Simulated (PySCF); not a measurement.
# PtSF₂, singlet: computed properties

These are results of PBE0/[Pt def2-TZVP with ECP60, S def2-TZVP, F def2-TZVP], scalar-relativistic core potentials, density fitting, no spin–orbit coupling, PySCF, not measurements.

The structure is a minimum.

```xyz
4
charge 0 multiplicity 1, angstrom
Pt    0.0000    0.0000   -0.1669
S     0.0000    0.0000    1.8904
F    -1.7638    0.0000   -0.7653
F     1.7638    0.0000   -0.7653
```

* Point group: C2v
* Bond lengths: Pt–F 1.863 Å (×2), Pt–S 2.057 Å
* Bond angles: F–Pt–F 142.5°, F–Pt–S 108.7° (×2)
* Principal polarisabilities: 35.5, 47.1, 70.5 bohr³
* Zero-point energy: 14.3 kJ/mol
* Entropy at 298.15 K and 1 bar: 319.6 J/(mol K)
* Principal quadrupole moments (Buckingham, traceless) about the centre of mass: -6.56, -0.57, 7.13 D Å
* Rotational constants: 0.1426, 0.1188, 0.0648 cm⁻¹
* Dipole moment: 1.07 D
* Rotational symmetry number: 2
* Highest occupied level: -7.66 eV
* Heat capacity Cp at 298.15 K: 69.2 J/(mol K)
* Atomisation energy without zero-point energy: 946 kJ/mol
* Lowest empty level: -5.54 eV
* Enthalpy at 298.15 K above 0 K: 15.81 kJ/mol

Harmonic modes (masses in u: Pt 194.965, S 31.972, F 18.998):
```
symmetry  ω (cm⁻¹)  IR (km/mol)
      b2       172          0.1
      a1       176          0.9
      b1       187          3.0
      a1       542          2.1
      a1       648         63.2
      b2       668          123
```

In C2v the vibrations span 2b2 + 3a1 + b1. Here b1 is antisymmetric to the molecular plane and b2 lies in it.

Charges (e):
```csv
atom,Mulliken,Löwdin,polar tensor,Mayer order to Pt1
Pt1,0.86,0.34,1.02,–
S2,-0.11,0.22,-0.03,1.86
"F3,4",-0.38,-0.28,-0.50,0.78
```

Mulliken populations on Pt1 (electrons outside its core potential): s 2.69, p 6.28, d 8.13, f 0.05.

Other isomers or separated fragments may lie lower. At the minimum of this search the closed-shell solution is unstable towards spin polarisation, so a lower open-shell solution exists. Spin–orbit coupling, left out here, can matter for elements this heavy.

The final relaxation and frequency run took 64 s on 4 threads of a shared Intel Xeon Platinum 8259CL @ 2.50GHz (Skylake/Cascade Lake) host, with 139 basis functions and 14 gradients; the process peaked at 1.4 GiB. Launch command: `OMP_NUM_THREADS=4 python axn.py task.json out`.
